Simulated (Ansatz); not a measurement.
The cluster Cu₂Ni⁺. Charge 1, multiplicity 2. Geometry PBE-D4/def2-TZVP; atoms count from 1.

```xyz
3

Ni   -0.483    0.834   -0.947
Cu   -0.406   -1.313    0.014
Cu    0.889    0.478    0.932
```

No other spin state of charge 1 was run. The structure comes from a short search, and lower isomers may exist.

(1) Estimate the Mulliken populations from the PBE0/def2-TZVP orbitals of Ansatz.

(2) Where does the spin sit?

(3) And the Mayer bond orders between bonded heavy atoms (over 0.3)?

Answers

(1) 
```json
{"atom": "Ni1", "charge (e)": "0.41", "spin (α − β)": "1.05", "d electrons": "8.89"}
{"atom": "Cu2", "charge (e)": "0.30", "spin (α − β)": "-0.03", "d electrons": "9.92"}
{"atom": "Cu3", "charge (e)": "0.30", "spin (α − β)": "-0.03", "d electrons": "9.92"}
```
Mulliken values and Mayer orders depend strongly on the basis.

(2) Summed by element: Ni 1.05, Cu -0.05, of 1 unpaired in all. Largest on single atoms: Ni1 1.05, Cu2 -0.03, Cu3 -0.03.

(3) Ni1–Cu2 0.59 (2.35 Å); Ni1–Cu3 0.59 (2.35 Å); Cu2–Cu3 0.55 (2.39 Å).
